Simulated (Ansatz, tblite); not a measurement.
Compound nanocrystal family: gap (eV) at several levels, gas phase, relaxed structures; Ansatz, xTB through tblite. Core potentials for In, Sb in the def2 sets, no spin–orbit coupling. Levels of anions in sets without diffuse functions are rough. A dash marks a value that wasn't run or was left out as unsound. The structures are stationary points that may keep the symmetry of their start.

```csv
species,state,geometry,GFN1-xTB,PBE-D4/def2-SVP,r2SCAN-D4/def2-TZVP,PBE0-D4/def2-SVP,PBE0-D4/def2-TZVP
"Ga10Sb10H28, cut from zinc blende",singlet,PBE-D4/def2-SVP,–,3.17,3.45,4.65,4.61
"In7As6H20⁻, cut from zinc blende",singlet,PBE-D4/def2-SVP,2.99,3.60,–,5.22,5.17
"Ga12N12H32, cut from zinc blende",singlet,PBE-D4/def2-SVP,4.50,4.93,5.30,7.02,6.69
"Al9P9H24, cut from wurtzite",singlet,PBE-D4/def2-SVP,4.03,4.12,4.23,5.88,5.60
"In11As11H28, cut from wurtzite",singlet,PBE-D4/def2-SVP,2.59,3.11,3.48,4.75,4.70
"Al7As7H20, cut from zinc blende",singlet,PBE-D4/def2-SVP,3.35,3.48,3.83,5.23,5.20
"In7N7H20, cut from zinc blende",singlet,PBE-D4/def2-SVP,2.90,3.47,3.83,5.46,5.23
```

Task: Estimate the column for PBE-D4/def2-TZVP.

Result: Ga10Sb10H28, cut from zinc blende 3.15; In7As6H20⁻, cut from zinc blende 3.58; Ga12N12H32, cut from zinc blende 4.66; Al9P9H24, cut from wurtzite 3.85; In11As11H28, cut from wurtzite 3.07; Al7As7H20, cut from zinc blende 3.47; In7N7H20, cut from zinc blende 3.30.

Over the 5 species that have every level, the mean is 3.47 at GFN1-xTB, 3.82 at PBE-D4/def2-SVP, 3.67 at PBE-D4/def2-TZVP, 4.13 at r2SCAN-D4/def2-TZVP, 5.67 at PBE0-D4/def2-SVP, 5.48 at PBE0-D4/def2-TZVP. Orbital gaps grow with the share of exact exchange and aren't one observable across functionals.
